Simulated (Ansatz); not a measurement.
Species: SiNH$_{3}$F, charge 0, doublet. SiNH3F (SMILES N[SiH]F, doublet).
B3LYP-D3(BJ)/def2-TZVP minimum from Ansatz (an electronic-structure program):
```xyz
6

Si    -0.5151    -0.0751     0.0044
N      0.4329     1.3093    -0.3493
F      0.4732    -1.3257     0.2585
H     -1.2331     0.2355     1.2757
H      0.1184     2.2241    -0.0628
H      1.0366     1.3582    -1.1554
```
Charge 0, spin multiplicity 2.

Total energies in cc-pV(D+d)Z, 19 correlated electrons, 7 frozen orbitals. Open shells are spin-unrestricted; no spin-orbit coupling. Correlated methods leave the cores frozen. No relativity.

```csv
method,program,energy (Eh),minus CCSDT(Q) (mEh)
HF,Ansatz,-444.62056,475.17
MP2,Ansatz,-445.06020,35.52
CCSD,Ansatz,-445.08438,11.34
CCSD(T),Ansatz,-445.09393,1.79
CCSDT(Q),Ansatz,-445.09572,0.00
```

Rough core times of Ansatz's runs on a shared machine: CCSD(T) under 20 s, CCSDT(Q) 20 min.
